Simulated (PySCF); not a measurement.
Species: C₃H₈BFO.
SMILES: `C(F)(C)(OB)C`

Level: CAM-B3LYP/def2-SVPD in PySCF, non-relativistic, on one gas-phase PBE0-D3(BJ)/def2-SVP geometry that isn't relaxed in the solvent. The solvent is an IEF-PCM continuum (van der Waals radii × 1.2), and excitations are vertical TDDFT with non-equilibrium linear response and a frozen core. Specific hydrogen bonds and non-electrostatic terms are outside this model.

Gas-phase singlets (H = HOMO, L = LUMO):

| state | E (eV) | λ (nm) | f | leading configurations |
| --- | --- | --- | --- | --- |
| S1 | 6.230 | 199 | 0.000 | H→L 96% |
| S2 | 8.075 | 154 | 0.118 | H-1→L 94% |
| S3 | 8.586 | 144 | 0.029 | H→L+1 89% |
| S4 | 8.848 | 140 | 0.011 | H-3→L 39%, H-5→L 35%, H-6→L 13% |
| S5 | 9.162 | 135 | 0.059 | H-1→L+1 87% |

Problem. Give the list for chloroform (ε = 4.711), n² = 2.09.

Solution. 
```csv
state,E (eV),λ (nm),f,leading configurations,change by rank (eV)
S1,6.253,198,0.000,H→L 96%,+0.023
S2,8.027,154,0.153,H-1→L 93%,-0.048
S3,8.636,144,0.037,H→L+1 90%,+0.050
S4,8.919,139,0.014,"H-4→L 39%, H-6→L 25%, H-5→L 22%",+0.071
S5,9.225,134,0.080,"H-1→L+1 83%, H-1→L+2 12%",+0.063
```

Problem. Give the list for acetonitrile (ε = 35.69), n² = 1.81.

Solution. 
| state | E (eV) | λ (nm) | f | leading configurations | change by rank (eV) |
| --- | --- | --- | --- | --- | --- |
| S1 | 6.275 | 198 | 0.000 | H→L 96% | +0.045 |
| S2 | 8.041 | 154 | 0.146 | H-1→L 93% | -0.034 |
| S3 | 8.656 | 143 | 0.033 | H→L+1 90% | +0.070 |
| S4 | 8.964 | 138 | 0.012 | H-4→L 40%, H-6→L 29%, H-5→L 16% | +0.116 |
| S5 | 9.235 | 134 | 0.077 | H-1→L+1 81%, H-1→L+2 13% | +0.073 |

Problem. The ground-state energy changes by -0.169 eV from gas to acetonitrile. By how much does the total energy of gas-phase S1 change?

Solution. E(S1) = E(S0) + excitation energy, so it changes by -0.169 + 0.045 = -0.124 eV: it is lowered less than the ground state, which is what a blue shift means. This is the vertical state, with the slow part of the continuum still set for S0.

Problem. How do the frontier levels move from gas to acetonitrile?

Solution. 
| orbital | gas (eV) | solvent (eV) | change (eV) |
| --- | --- | --- | --- |
| LUMO+2 | 1.80 | 1.93 | +0.13 |
| LUMO+1 | 1.10 | 1.28 | +0.18 |
| LUMO | 0.38 | 0.49 | +0.11 |
| HOMO | -10.22 | -10.20 | +0.02 |
| HOMO-1 | -10.81 | -10.72 | +0.09 |
| HOMO-2 | -12.12 | -11.91 | +0.21 |
| HOMO-3 | -12.44 | -12.21 | +0.23 |

The HOMO–LUMO gap goes from 10.61 to 10.69 eV. Rows go by rank; for HOMO-3, HOMO-2 and LUMO+2 the atom shares or the degeneracy differ between the runs, so the row needn't follow one orbital.

Shape of the structure used: `[BH2:1][O:2][C:3]([CH3:4])([CH3:5])[F:6]`: B1–O2–C3–C4 -65°.
